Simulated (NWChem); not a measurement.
CH3AlF, doublet; SMILES [CH3][Al][F]

All runs: NWChem. Pople sets run with spherical d functions. Spin-unrestricted. In the optimisation the excess spin sits in a' (Cs, its own frame). The spin multiplicity was typed, not searched, and may not be the lowest. No stability test was run on the SCF state. Each level has its own optimisation; frequencies are unscaled.

| level | r Al–C (Å) | r Al–F (Å) | highest harmonic frequency (cm⁻¹) | lowest (cm⁻¹) | zero-point energy (kcal/mol) | dipole (D) |
|---|---|---|---|---|---|---|
| UHF/STO-3G | 1.927 | 1.624 | 3717 | 45 | 28.8 | 2.42 |
| UHF/6-31G* | … | … | … | 41 | … | 1.84 |
| BLYP/def2-SVP | 2.000 | 1.692 | 3058 | 43 | 22.4 | 1.73 |
| PBE0/def2-SVP | 1.968 | 1.675 | 3175 | 26 | 23.2 | 1.84 |

Question: Some entries are withheld; supply them.

Answer: 
- UHF/6-31G*, r Al–C (Å): 1.983
- UHF/6-31G*, r Al–F (Å): 1.651
- UHF/6-31G*, highest harmonic frequency (cm⁻¹): 3263
- UHF/6-31G*, zero-point energy (kcal/mol): 24.8
